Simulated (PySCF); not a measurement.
**Fractional electron number in Co²⁺ (cobalt, charge +2)**

The 3d beta orbital of [Ar] 3d7 is emptied in steps (occupation f), with all orbitals relaxed, ending at [Ar] 3d6. Calculation: PySCF 2.14, in aug-cc-pVTZ-DK (8s7p5d3f2g, 93 functions); scalar relativity by spin-free X2C-1e. The exact energy is a straight line in f; departures are measured from the line between the end points of the same method.

| f | PBE0 (eV) | r2SCAN (eV) | LC-wPBE (eV) |
| --- | --- | --- | --- |
| 1 | 0.000 | 0.000 | 0.000 |
| 0.8 | -0.877 | -1.230 | -0.480 |
| 0.6 | -1.324 | -1.852 | -0.730 |
| 0.4 | -1.331 | -1.856 | -0.740 |
| 0.2 | -0.892 | -1.237 | -0.499 |
| 0 | 0.000 | 0.000 | 0.000 |

**Question.** For LC-wPBE, how does the orbital energy at f = 1 compare with the removal energy?

**Answer.** −ε = 31.074 eV against a total-energy difference of 34.024 eV. By Janak's theorem ε = ∂E/∂f, so the gap between them reflects the curvature. Along the path −ε is 32.187 (f = 0.8), 33.363 (f = 0.6), 34.593 (f = 0.4), 35.869 (f = 0.2) eV.

| method | E(f=0) − E(f=1) (eV) | −ε at f=1 (eV) | −ε at f=0.4 (eV) |
| --- | --- | --- | --- |
| PBE0 | 33.697 | 28.255 | 34.773 |
| r2SCAN | 33.766 | 26.112 | 35.301 |
| LC-wPBE | 34.024 | 31.074 | 34.593 |

Reference removal energy between the ground levels: 33.5 ± 0.06 eV (semi-empirical (NIST evaluation); NIST Atomic Spectra Database, ionization energies). The calculation has no spin-orbit coupling. The determinant left behind need not be the lowest term of the ion.
